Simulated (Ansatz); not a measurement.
Basis-set series for C$_{2}$H$_{5}$FOSi$_{2}$, SMILES `O[SiH2]C#C[SiH2]F`. Total charge 0; spin multiplicity 1. The structure was optimised at the PBE0-D4/def2-TZVP level. It is one conformer, not always the lowest.

```xyz
11

O     0.929    0.958    2.777
Si    0.419    1.654    1.383
C    -0.035    0.391    0.133
C    -0.314   -0.447   -0.701
Si   -0.783   -1.703   -1.931
F     0.479   -2.032   -2.851
H     1.667    0.348    2.735
H     1.466    2.504    0.763
H    -0.777    2.448    1.729
H    -1.861   -1.174   -2.794
H    -1.189   -2.947   -1.243
```

```csv
functional,basis,functions,energy (Eh),HOMO (eV),LUMO (eV)
PBE0-D4,def2-SVP,117,-832.42469,-8.49,-1.06
PBE0-D4,def2-TZVPP,278,-832.95001,-8.55,-1.27
ωB97M-V,def2-SVP,117,-832.81374,-10.67,1.01
ωB97M-V,def2-TZVPP,278,-833.34791,-10.76,0.69
```

Give the rows for def2-QZVPP. (Estimate.)

The calculation gave: 
| functional | basis | functions | energy (Eh) | HOMO (eV) | LUMO (eV) |
| --- | --- | --- | --- | --- | --- |
| PBE0-D4 | def2-QZVPP | 518 | -832.98449 | -8.56 | -1.32 |
| ωB97M-V | def2-QZVPP | 518 | -833.37957 | -10.78 | 0.55 |

Positive LUMOs are unbound and depend on the basis.

Results of the Gaussian-basis code of Ansatz.
